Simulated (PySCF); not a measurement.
Two-dimensional NMR puzzle

Compound of formula C$_{5}$H$_{10}$Cl$_{2}$OSi$_{2}$. Correlations simulated from computed shifts and the bond graph:

HSQC (one-bond C–H):
```csv
δH,δC
6.25,81.3
4.13,64.9
3.18,37.9
```

COSY cross peaks (H two or three bonds apart, from the bond graph; peaks can be absent where the dihedral angle is near 90°):
```csv
δH,δH
4.81,4.75
4.13,3.18
```

HMBC (two and three bonds, from the bond graph):
```csv
δH,δC
6.25,"183.4, 164.7"
4.81,"183.4, 164.7, 37.9"
4.75,"183.4, 164.7, 81.3"
4.13,"183.4, 37.9"
3.18,"183.4, 164.7, 64.9"
```

Carbons without hydrogens: δ 183.4, 164.7.

Level of theory: GFN2-xTB geometry, PBE0/pcSseg-1 with gauge-including orbitals, in PySCF 2.14.0 with density-fitted response routines (equivalent nuclei averaged, no relativistic terms, in vacuum, one computed conformer).

δ = σ(ref) − σ, references computed at the same level: $^{1}$H (31.72 ppm), $^{13}$C (186.93 ppm) vs TMS.

Exchangeable hydrogens are left out of these lists.

Q: Assemble the structure.

A: SMILES ClC(C1=C(CCO)[SiH2][SiH2]1)Cl.

Atom-mapped SMILES (the numbers label the heavy atoms): `[OH:1][CH2:2][CH2:3][C:4]1=[C:5]([CH:6]([Cl:7])[Cl:8])[SiH2:9][SiH2:10]1`. Each H is labelled by its parent atom.

- δC 183.4 is C4, a fully substituted alkene carbon.
- δC 164.7 is C5, a fully substituted alkene carbon.
- δC 81.3 is C6, an allylic sp3 CH bonded to 2 Cl (δH 6.25).
- δC 64.9 is C2, an sp3 CH2 bonded to O (δH 4.13).
- δC 37.9 is C3, an allylic sp3 CH2 (δH 3.18).
- HMBC from δH 6.25 reaches the proton-free carbons C4, C5.
- HMBC from δH 4.81 reaches the proton-free carbons C4, C5.
- HMBC from δH 4.75 reaches the proton-free carbons C4, C5.
- HMBC from δH 4.13 reaches the proton-free carbon C4.
- COSY links 4.81–4.75, 4.13–3.18.

The shifts were computed for this structure.

The OH or NH signal is concentration- and solvent-dependent in practice; the value given is the gas-phase one. Carbons that carry Cl, above all several Cl atoms, come out too deshielded, partly because spin–orbit coupling is missing. Shifts are as computed. Against solution values, carbons near 30 ppm lie about +3 ppm off and those near 130 ppm about +5 ppm; carbons on Cl a further +6 ppm. Of 1211 compounds with measured shifts, 218 miss one by over three times the rms of a fit or turn the order of signals round; such compounds aren't used in these exercises.
